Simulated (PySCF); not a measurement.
## PBE beside CCSD(T) along group 15: bonds to N

PBE and CCSD(T) in PySCF with def2-TZVPPD on every atom (core potentials on Sb), for the lowest determinant that a PBE0 search found; no spin–orbit coupling.

| molecule | state (unpaired electrons) | PBE Re (Å) | PBE ωe (cm⁻¹) | PBE De (eV) | CCSD(T) Re (Å) | CCSD(T) ωe (cm⁻¹) | CCSD(T) De (eV) |
| --- | --- | --- | --- | --- | --- | --- | --- |
| N2 | singlet (closed shell) | 1.103 | 2355 | 10.56 | ? | ? | ? |
| PN | singlet (closed shell) | 1.499 | 1341 | 6.77 | 1.502 | 1323 | 5.87 |
| AsN | singlet (closed shell) | 1.627 | 1087 | 5.54 | 1.630 | 1064 | 4.67 |
| SbN | singlet (closed shell) | 1.833 | 903 | 4.21 | 1.840 | 872 | 3.41 |

Question: Estimate the CCSD(T) values of N2 by adding the mean shift from PBE to CCSD(T) of the other rows, and compare with the calculation.

Answer: The mean shifts are +0.4 pm, -24 cm⁻¹ and -0.86 eV, which give 1.107 Å, 2331 cm⁻¹ and 9.70 eV. CCSD(T)/def2-TZVPPD gives Re = 1.103 Å, ωe = 2347 cm⁻¹, De = 9.42 eV.

Question: What are the mean differences of PBE from CCSD(T) over the whole series?

Answer: Re -0.3 pm, ωe +20 cm⁻¹, De +0.93 eV.

In a basis of this size CCSD(T) is itself not converged; it tends to give bonds that are too long and too weak.

Correlated steps freeze the inner cores (2 to 10 orbitals); shallow outer-core shells are correlated. These are scalar-relativistic numbers at best; spin–orbit coupling would shift them, the dissociation energy most. Where the molecule has an RHF reference, its open-shell atoms are computed with UHF. The CCSD T1 diagnostic is raised in SbN, a sign that a single reference may not be enough there.
